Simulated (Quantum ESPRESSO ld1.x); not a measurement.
Values are calculated unless marked as measured or tabulated.
All-electron atom: Ca3+ in [Ne] 3s2 3p5.

Code: ld1.x of Quantum ESPRESSO 7.5. Model: Dirac Kohn-Sham, PW91, spin-unpolarised, spherical densities, point nucleus; open shells fill j = l - 1/2 first.

Energy parts (hartree):
part                     energy
total                  -678.004
kinetic                 683.397
electron-nucleus      -1589.816
Hartree                 263.694
exchange-correlation    -35.280

Orbitals (lengths in bohr, moments of r in powers of bohr; <r^-3> diverges for s and p1/2; r(90%) holds 90 % of the orbital's charge):
orbital,occ.,eigenvalue (hartree),r(90%),<1/r>,<r^-3>
1s1/2,2,-146.511,0.137,19.74,-
2s1/2,2,-16.5411,0.567,4.058,-
2p1/2,2,-13.7151,0.538,3.984,-
2p3/2,4,-13.5791,0.541,3.942,184.8
3s1/2,2,-2.91744,1.67,1.247,-
3p1/2,2,-2.20587,1.83,1.137,-
3p3/2,3,-2.19015,1.84,1.129,21.50

The highest occupied level is 3p3/2 at -59.597 eV. The density falls to 0.001 e/bohr^3 at r = 2.81 bohr.
